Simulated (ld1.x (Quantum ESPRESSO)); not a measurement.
# Varying the RRKJ potential for cobalt

Base potential:

cobalt (Co), norm-conserving RRKJ (Kleinman–Bylander form), made with ld1.x (Quantum ESPRESSO) 7.5 (PBEsol, scalar-relativistic). Core [Ne], reference 3s2 3p6 3d7 4s1 4p1. Waves: 3p (bound): rc 0.90 bohr; 3d (bound): rc 1.10 bohr; 3s (bound): rc 1.25 bohr. Local part: the s channel. Core correction: a·sin(br)/r model core inside 0.70 bohr.

Occupied shells without a wave of their own: 4p, 4s. They enter only through the test configuration that unscreens the potential, and ld1.x also counts them in the model core charge.

All-electron outer shells of the reference configuration (PBEsol, scalar-relativistic, ld1.x):

```json
{"shell": "2s", "level (eV)": "-899.83", "outermost node (bohr)": "0.08", "outermost maximum (bohr)": "0.21"}
{"shell": "2p", "level (eV)": "-771.21", "outermost node (bohr)": "–", "outermost maximum (bohr)": "0.17"}
{"shell": "3s", "level (eV)": "-103.99", "outermost node (bohr)": "0.31", "outermost maximum (bohr)": "0.67"}
{"shell": "3p", "level (eV)": "-67.37", "outermost node (bohr)": "0.28", "outermost maximum (bohr)": "0.68"}
{"shell": "3d", "level (eV)": "-10.03", "outermost node (bohr)": "–", "outermost maximum (bohr)": "0.66"}
{"shell": "4s", "level (eV)": "-6.63", "outermost node (bohr)": "0.96", "outermost maximum (bohr)": "2.26"}
{"shell": "4p", "level (eV)": "-2.12", "outermost node (bohr)": "1.05", "outermost maximum (bohr)": "3.09"}
```

Cutoffs, loose and tight: the cutoffs (Ry, on a coarse ladder) from which the occupation-weighted sum of valence levels, in a spherical-Bessel basis at the reference potential, stays within 10 and 1 mRy of its value at 400 Ry. They do not see the model core or the augmentation charge, which bear on the density cutoff. Test errors are all-electron minus pseudo excitation energies from the reference, over the configurations 3s2 3p6 3d7 4s2 4p0; 3s2 3p6 3d7 4s1 4p0; 3s2 3p6 3d7 4s0 4p0; 3s2 3p6 3d6 4s2 4p1; 3s2 3p6 3d8 4s1 4p0; 3s2 3p6 3d7.5 4s1.5 4p0; 3s2 3p6 3d7 4s0 4p1. A dash means not determined; rows that change the core or the reference have their own tests.

With those shells counted twice in exchange and correlation these files are broken, and their errors move erratically; no question is asked of them.

| change | outcome | cutoff, loose | cutoff, tight | bound ghosts | largest test error (meV) |
| --- | --- | --- | --- | --- | --- |
| base | generated, misses its reference levels by 0.99 eV | 160 Ry | 260 Ry | none | -2534 |
| wave 3p (bound): rc 0.90 bohr becomes 3p (bound): rc 0.94 bohr | generated, misses its reference levels by 0.99 eV | 160 Ry | 260 Ry | none | -2535 |
| reference 3s2 3p6 3d7 4s2 4p0 | generated, misses its reference levels by 0.91 eV | 160 Ry | 260 Ry | none | -5651 |
| wave 3s (bound): rc 1.25 bohr becomes 3s (bound): rc 0.92 bohr | generated | 180 Ry | 300 Ry | none | -996 |
| all radii but the core radius scaled by about 0.80 (s 1.00, p 0.72, d 0.88 bohr) | generated, misses its reference levels by 0.28 eV | 260 Ry | 300 Ry | none | -1240 |
| wave 3d (bound): rc 1.10 bohr becomes 3d (bound): rc 1.24 bohr | generated, misses its reference levels by 0.99 eV | 160 Ry | 260 Ry | none | -2534 |
| core correction a·sin(br)/r model core inside 0.56 bohr | generated, misses its reference levels by 0.99 eV | 160 Ry | 260 Ry | none | -2535 |
| local potential all-electron potential smoothed inside 1.00 bohr (lloc = -1) | generated, misses its reference levels by 0.33 eV | 160 Ry | 260 Ry | none | -1206 |
